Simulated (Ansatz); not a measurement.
Computed with Ansatz on PBE0-D4/def2-TZVP structures; ΔE is electronic, products minus reactants. CCSD(T)/CBS is the MP2 limit (def2-TZVPP, def2-QZVPP) plus CCSD(T) − MP2 in def2-TZVPP, frozen cores. Double bonds are as drawn, so ΔE can hold a change between cis and trans. Functionals use def2-TZVPP. B3LYP here is the variant with VWN-RPA as its local correlation; programs differ in this. One conformer a species, not always the lowest.

Consider the formal exchange of groups at the Si–Al bond: `[CH3][AlH][SiH2][AlH2]` + `CO/C(F)=C/F` → `CO[SiH2][AlH][CH3]` + `F/C=[C](\F)[AlH2]`.

CCSD(T)/CBS gives -1.21 eV.

Q: Another level gave -1.16 eV. Which?
A. SCS-MP2/def2-TZVPP
B. ωB97M-V/def2-TZVPP
C. PBE/def2-TZVPP
D. B3LYP/def2-TZVPP

A: D. B3LYP -1.16, SCS-MP2/def2-TZVPP -1.29, PBE -0.89, ωB97M-V -1.21 eV.

Largest T1 diagnostic among the species: 0.013.

From PBE to PBE0 (25 % exact exchange), in def2-TZVPP and without D4, ΔE moves by −0.04 eV.
